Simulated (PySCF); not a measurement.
C₂H₆Mg, charge -1, doublet, at a GFN2-xTB geometry (such geometries of metal compounds can be far from the true shape) (a state made from the parent by changing its charge; the spin is typed, not shown lowest) (in this run its highest filled SCF level lies above zero, so its values depend strongly on the basis, on diffuse functions most of all). Base run: PBE0/6-31+G* in PySCF.

PySCF was given this input:
```python
from pyscf import gto, scf, dft, solvent

mol = gto.Mole()
mol.atom = '''
    Mg    0.00211931   -0.01949695   -0.00098003
    C     1.74695470    0.27314699   -1.43757597
    H     2.52799728   -0.50820480   -1.36262751
    H     2.29075889    1.22704339   -1.29420422
    H     1.45494491    0.27531077   -2.50569386
    C    -1.74931075   -0.25147212    1.43866547
    H    -2.34550126   -1.17069720    1.27823628
    H    -2.48643464    0.57310768    1.38469012
    H    -1.45306062   -0.29264558    2.50482251
'''
mol.basis = '6-31+g*'
mol.charge = -1
mol.spin = 1
mol.verbose = 4
mol.build()

mf = dft.UKS(mol)
mf.xc = 'pbe0'
mf.kernel()
```

Variants of this job, named by their change:

```json
[
 {"change": "base", "ΔE vs base (kJ/mol)": "0.00"},
 {"change": "model = IEF-PCM; solvent = acetonitrile", "ΔE vs base (kJ/mol)": "-144.9"},
 {"change": "model = IEF-PCM; solvent = methanol; vdw_scale = 1.1", "ΔE vs base (kJ/mol)": "-146.0"},
 {"change": "model = IEF-PCM; solvent = methanol; vdw_scale = 1.4", "ΔE vs base (kJ/mol)": "-142.9"},
 {"change": "model = IEF-PCM; solvent = methanol; lebedev_order = 11", "ΔE vs base (kJ/mol)": "-139.9"},
 {"change": "model = IEF-PCM; solvent = methanol; vdw_scale = 1.0", "ΔE vs base (kJ/mol)": "-151.2"},
 {"change": "model = IEF-PCM; solvent = toluene", "ΔE vs base (kJ/mol)": "-80.6"},
 {"change": "model = IEF-PCM; solvent = methanol; r_probe = 0.5", "ΔE vs base (kJ/mol)": "-141.7"},
 {"change": "model = IEF-PCM; solvent = water", "ΔE vs base (kJ/mol)": "-147.6"},
 {"change": "model = COSMO; solvent = methanol", "ΔE vs base (kJ/mol)": "-142.2"},
 {"change": "model = IEF-PCM; solvent = methanol; lebedev_order = 41", "ΔE vs base (kJ/mol)": "-144.8"},
 {"change": "model = IEF-PCM; solvent = methanol", "ΔE vs base (kJ/mol)": "-144.5"}
]
```

The base is the gas phase, so ΔE is the electrostatic part of solvation at a fixed geometry, without cavity and dispersion terms.

Open shells are given as the SCF converged; they aren't shown to be the lowest states, and a large step between rows can be another state.

The gas-phase anion may not be bound at this level, which the solvent then changes.
